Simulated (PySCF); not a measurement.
C4H9FSi. Atoms are numbered in the order given.

```xyz
15

C     -1.5976    -0.0370     1.5712
C     -1.1882    -0.5851     0.2234
C     -1.1674     0.2710    -1.0199
C      0.1230    -0.2462    -0.4355
F      0.6932    -1.2991    -1.1428
Si     1.4784     0.8556     0.2808
H     -1.1319    -0.6046     2.3932
H     -2.6908    -0.0940     1.6983
H     -1.3090     1.0191     1.6846
H     -1.4687    -1.6292     0.0442
H     -1.3907     1.3389    -0.9278
H     -1.4767    -0.1856    -1.9638
H      2.2711     0.1054     1.2954
H      0.8649     2.0553     0.9188
H      2.3772     1.2923    -0.8234
```
Charge 0, spin multiplicity 1.

Geometry optimised at B3LYP-D3(BJ)/def2-SVP. The structure was generated by enumeration; whether it is a known compound was not checked.

The numbers are results of KT2/pcSseg-1 (PySCF), not measurements.

GIAO shieldings, no solvent; atoms listed in one row are averaged. δ = σ(ref) − σ: ¹³C against TMS (σ = 185.1 ppm); ¹⁹F against CFCl3 (σ = 127.1 ppm); ²⁹Si against TMS (σ = 361.9 ppm); ¹H against TMS (σ = 31.47 ppm), references at their B3LYP-D3(BJ)/def2-TZVP geometries, non-relativistic.

Computed chemical shifts:
```json
[
 {"nucleus": "¹³C", "atoms": "C4", "count": "1", "δ (ppm)": "77.2"},
 {"nucleus": "¹³C", "atoms": "C2", "count": "1", "δ (ppm)": "23.4"},
 {"nucleus": "¹³C", "atoms": "C3", "count": "1", "δ (ppm)": "22.5"},
 {"nucleus": "¹³C", "atoms": "C1", "count": "1", "δ (ppm)": "19.8"},
 {"nucleus": "¹⁹F", "atoms": "F5", "count": "1", "δ (ppm)": "-237.3"},
 {"nucleus": "²⁹Si", "atoms": "Si6", "count": "1", "δ (ppm)": "-72.7"},
 {"nucleus": "¹H", "atoms": "H13, H14, H15", "count": "3", "δ (ppm)": "4.32"},
 {"nucleus": "¹H", "atoms": "H10", "count": "1", "δ (ppm)": "1.46"},
 {"nucleus": "¹H", "atoms": "H7, H8, H9", "count": "3", "δ (ppm)": "1.44"},
 {"nucleus": "¹H", "atoms": "H12", "count": "1", "δ (ppm)": "1.40"},
 {"nucleus": "¹H", "atoms": "H11", "count": "1", "δ (ppm)": "0.58"}
]
```
